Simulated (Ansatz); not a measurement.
Ansatz (a first-principles code) input (RPA@PBE/cc-pV(T+d)Z):
A basis named .json is the Basis Set Exchange file of that set.

Ansatz 0.2 input:
```yaml
crystal:
  periodic: [false, false, false]
  atoms:
    - {symbol: Si, position_ang: [-2.63828382, 0.04699637, 0.10432209]}
    - {symbol: C, position_ang: [-0.81692023, 0.88343557, 0.12265921]}
    - {symbol: Si, position_ang: [0.38070048, -0.48521840, 0.00897674]}
    - {symbol: Cl, position_ang: [2.47103952, 0.13331093, -0.12376563]}
    - {symbol: H, position_ang: [-2.52436866, -0.52790957, -1.31643930]}
    - {symbol: H, position_ang: [-2.21972977, -1.27947857, 0.77221832]}
    - {symbol: H, position_ang: [-0.73880655, 1.56994613, -0.72284904]}
    - {symbol: H, position_ang: [-0.67623540, 1.46030563, 1.03906026]}
    - {symbol: H, position_ang: [0.24365921, -1.31466912, -1.20548785]}
    - {symbol: H, position_ang: [0.41549753, -1.33998556, 1.21537434]}
basis:
  gaussian:
    orbitals: cc-pV_T+d_Z.json
hamiltonian:
  xc: pbe
total_charge: -1
magnetization: {spin_polarized: false}
correlation: {method: rpa, electrons: outside_noble_gas}
```

End of the output:

```
integrals: 0.43 GiB planned
1337 factors; integrals over basis functions are off by at most 1.2e-3 eV
0.36 GiB of the device are held for the grids
1.29 GiB of device memory are held for the factors and their scratch space
mean field: 1.65 GiB planned
mean field evaluation 1: about -29395.3337 eV, gradient 4.8e1 eV
mean field evaluation 2: about -29395.3258 eV, gradient 4.8e1 eV
mean field evaluation 4: about -29400.6548 eV, gradient 1.4e1 eV
mean field evaluation 8: about -29401.3157 eV, gradient 6.5e-1 eV
mean field evaluation 16: about -29401.3165 eV, gradient 1.5e-4 eV
mean field -29401.31648735 eV, -1080.4784519820 hartree, gradient 1.6e-6 eV, S^2 0.000000; 0 other end points of the search recorded, 0 dependent functions left out
16 core orbitals not correlated
reference -29355.17923021 eV, -1078.7829390550 hartree; 13, 13 occupied and 202, 202 virtual orbitals, 1337 factors
Total energy: -29385.84990906 eV, -1079.9100657136 hartree
```

It need not be the lowest isomer of its formula. Whether it binds its extra electron was not tested at this geometry.
